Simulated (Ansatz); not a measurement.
**Counterpoise correction, worked out**

The pair of Br⁻ (SMILES [Br-], atom 1) and SiNH5 (SMILES [SiH3]N, atoms 2–8), both closed shells, in one local arrangement (a lower one may exist), relaxed at PBE0-D4/def2-TZVPD:

Br1  (-0.910, -1.599, -2.910)
Si2  (0.378, 0.015, 0.950)
N3  (-0.077, 0.684, -0.550)
H4  (1.637, -0.766, 0.807)
H5  (0.637, 1.135, 1.912)
H6  (-0.597, -0.883, 1.653)
H7  (-0.796, 1.393, -0.544)
H8  (-0.270, 0.021, -1.319)
(Å)

Ansatz 0.2.0; basis: def2-TZVPPD; cores frozen in the correlated methods. Filled d shells of the heavier atoms are correlated. The def2 sets are not built for correlating such inner shells, so the correlated values are less sure here.

CCSD(T) total energies in eV:

| system | geometry | basis functions | energy |
| --- | --- | --- | --- |
| pair | pair | all | -79445.11717 |
| Br⁻ | as in the pair | all (partner as ghosts) | -70009.13365 |
| SiNH5 | as in the pair | all (partner as ghosts) | -9435.46955 |
| Br⁻ | as in the pair | its own | -70009.07907 |
| SiNH5 | as in the pair | its own | -9435.46435 |
| Br⁻ | free (PBE0-D4 minimum) | its own | -70009.07907 |
| SiNH5 | free (PBE0-D4 minimum) | its own | -9435.50780 |

Work out the interaction energy with and without the counterpoise correction, the superposition error, and the binding energy from the relaxed fragments.

Without correction: -79445.11717 − (-70009.07907) − (-9435.46435) = -0.57375 eV.
With correction (each fragment in the whole basis): -79445.11717 − (-70009.13365) − (-9435.46955) = -0.51397 eV = -11.85 kcal/mol.
The superposition error is the difference, 0.05978 eV, 10 % of the uncorrected value: each fragment borrows its partner's functions.
Deformation from the free shapes: 0.00000 eV for Br⁻ and 0.04345 eV for SiNH5.
Binding energy from relaxed fragments: -0.51397 + 0.00000 + 0.04345 = -0.47052 eV = -10.85 kcal/mol (electronic, without zero-point energy; negative means bound). For comparison, the corrected interaction energy by CCSD(T) at an estimated basis limit (MP2 extrapolated from triple and quadruple zeta, plus CCSD(T) − MP2 in triple zeta) is -0.553 eV; triple zeta with the correction binds less.

No T1 diagnostic of these runs exceeds 0.011.

For scale, one of the runs: CCSD(T)/def2-TZVPPD, 227 basis functions, launched by `ansatz run in.yaml --threads 4 --pin off --events-out ev --progress --plain --max-ram 9574MiB`. Hardware: 4 CPU threads of an Intel Xeon Platinum 8259CL, shared host. Wall time 70 s; peak host memory 3.7 GiB.
